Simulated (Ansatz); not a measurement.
The first iterations of a band of FH + H2O + H4Sn (10 atoms, charge 0, multiplicity 1).

Method: Ansatz, UKS PBE0-D4/def2-SVP.

- movable images: 5
- climbing image: yes
- spring: 5.0 eV/Å²
- optimiser: quadratic models (default)
- start path: through a guess of the saddle point
- force threshold: 0.03 eV/Å
- iteration limit: 60
- end points: relaxed

First end point:

```xyz
10
Properties=species:S:1:pos:R:3
Sn -0.826 -1.193 -0.315
H 0.853 -0.914 -0.655
H -1.042 -2.833 -0.799
H -1.136 -1.073 1.353
H -1.789 -0.210 -1.319
H 0.584 1.605 0.775
O -0.342 1.593 0.487
H 1.803 0.075 0.135
F 2.251 0.753 0.602
H -0.356 2.197 -0.263
```

Last end point:

```xyz
10
Properties=species:S:1:pos:R:3
Sn -1.368 -0.609 0.090
H 2.505 -0.085 -1.355
H -0.299 -1.756 -0.579
H -1.726 -0.820 1.736
H -2.761 -0.398 -0.887
H 0.762 0.783 0.940
O -0.449 1.203 0.070
H 2.259 -0.040 -0.635
F 1.331 0.184 1.432
H -0.254 1.539 -0.813
```

| iteration | highest image above the first end (eV) | largest band force component (eV/Å) |
| --- | --- | --- |
| 1 | 2.079 | 5.577 |
| 2 | 1.235 | 2.188 |
| 3 | 1.155 | 1.808 |
| 4 | 0.887 | 1.656 |
| 5 | 0.866 | 3.176 |
| 6 | 0.754 | 1.723 |
| 7 | 0.637 | 0.558 |
| 8 | 0.587 | 0.838 |
| 9 | 0.532 | 0.473 |
| 10 | 0.657 | 0.606 |
| 11 | 0.658 | 0.745 |
| 12 | 0.688 | 0.719 |

Question: Does the band converge within its limit, and where does its top end?

Answer: The forces met the threshold. It ended after 38 iterations with the highest image 1.075 eV above the first end. A vibrational analysis at the climbing image gives one clearly imaginary mode, 1047i cm⁻¹: a first-order saddle point. The orbitals stay closed-shell, which can raise the energy where a bond breaks towards radicals; this wasn't checked here.

Time of the run: 6.1 min on 2 threads of AMD EPYC 9R14 (Zen 4) (shared host), peak memory 0.28 GiB.
